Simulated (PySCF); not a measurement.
Molfile (atoms numbered from 1):
```
C4H14AlNO
     RDKit          3D

 21 20  0  0  0  0  0  0  0  0999 V2000
    3.0533   -0.9597    0.0637 C   0  0  0  0  0  0  0  0  0  0  0  0
    1.7985   -0.4278    0.2923 O   0  0  0  0  0  0  0  0  0  0  0  0
    0.9282    0.9935   -0.2220 Al  0  0  0  0  0  4  0  0  0  0  0  0
   -0.9387    0.2164    0.1421 N   0  0  0  0  0  0  0  0  0  0  0  0
   -1.9497    1.2193   -0.2007 C   0  0  0  0  0  0  0  0  0  0  0  0
   -0.9994   -0.1277    1.5690 C   0  0  0  0  0  0  0  0  0  0  0  0
   -1.0912   -0.9893   -0.6819 C   0  0  0  0  0  0  0  0  0  0  0  0
    3.8742   -0.2518    0.2969 H   0  0  0  0  0  0  0  0  0  0  0  0
    3.1955   -1.2813   -0.9883 H   0  0  0  0  0  0  0  0  0  0  0  0
    3.2196   -1.8508    0.6979 H   0  0  0  0  0  0  0  0  0  0  0  0
    0.9380    2.2448    0.7845 H   0  0  0  0  0  0  0  0  0  0  0  0
    0.8703    1.2761   -1.8040 H   0  0  0  0  0  0  0  0  0  0  0  0
   -1.7817    2.1261    0.3971 H   0  0  0  0  0  0  0  0  0  0  0  0
   -2.9673    0.8382   -0.0046 H   0  0  0  0  0  0  0  0  0  0  0  0
   -1.8601    1.4796   -1.2646 H   0  0  0  0  0  0  0  0  0  0  0  0
   -1.9702   -0.5903    1.8191 H   0  0  0  0  0  0  0  0  0  0  0  0
   -0.8633    0.7834    2.1677 H   0  0  0  0  0  0  0  0  0  0  0  0
   -0.1784   -0.8203    1.7966 H   0  0  0  0  0  0  0  0  0  0  0  0
   -2.0708   -1.4659   -0.5027 H   0  0  0  0  0  0  0  0  0  0  0  0
   -1.0063   -0.7166   -1.7429 H   0  0  0  0  0  0  0  0  0  0  0  0
   -0.2787   -1.6845   -0.4341 H   0  0  0  0  0  0  0  0  0  0  0  0
  1  2  1  0
  2  3  1  0
  3  4  1  0
  4  5  1  0
  4  6  1  0
  4  7  1  0
  1  8  1  0
  1  9  1  0
  1 10  1  0
  3 11  1  0
  3 12  1  0
  5 13  1  0
  5 14  1  0
  5 15  1  0
  6 16  1  0
  6 17  1  0
  6 18  1  0
  7 19  1  0
  7 20  1  0
  7 21  1  0
M  CHG  2   3  -1   4   1
M  END
```

Computed data (PySCF 2.14): shieldings: GIAO KT2/pcSseg-1, PBE0-D3(BJ)/def2-SVP geometry. Non-relativistic, no solvent model, single conformer, fast rotation and ring inversion assumed for equivalent nuclei.

Referencing at the same level of theory: TMS for ¹³C (183.22 ppm) and ¹H (31.18 ppm); ¹⁷O (330.66 ppm) vs H2O; AlH4- for ²⁷Al (497.73 ppm); NH3 for ¹⁵N (264.30 ppm).

```
                              atoms  nucleus  count  δ (ppm)
                           C5/C6/C7      ¹³C      3        ?
                            H11/H12       ¹H      2     4.08
                                 C1      ¹³C      1     54.4
                                 O2      ¹⁷O      1     19.7
                          H8/H9/H10       ¹H      3     3.99
                                Al3     ²⁷Al      1     60.3
H13/H14/H15/H16/H17/H18/H19/H20/H21       ¹H      9     2.41
                                 N4      ¹⁵N      1        ?
```

Q: Fill in the missing shifts.

A: 
- C5/C6/C7: 46.9 ppm, methyl carbon bonded to N; deshielded by the electronegative neighbour
- N4: 50.9 ppm, donor nitrogen of a Lewis adduct

Hydrides on Al or Ga are broadened by the quadrupolar metal nucleus. Shifts are as computed. Against solution values, carbons near 30 ppm lie about +2 ppm off and those near 130 ppm about -5 ppm. Of 1309 compounds with measured shifts, 239 miss one by over three times the rms of a fit or turn the order of signals round; such compounds aren't used in these exercises. Experimental scales use liquid or dissolved standards, which lie at an offset from isolated NH3 (liquid NH3: subtract about 20 ppm) and H2O (liquid H2O: subtract about 36 ppm).
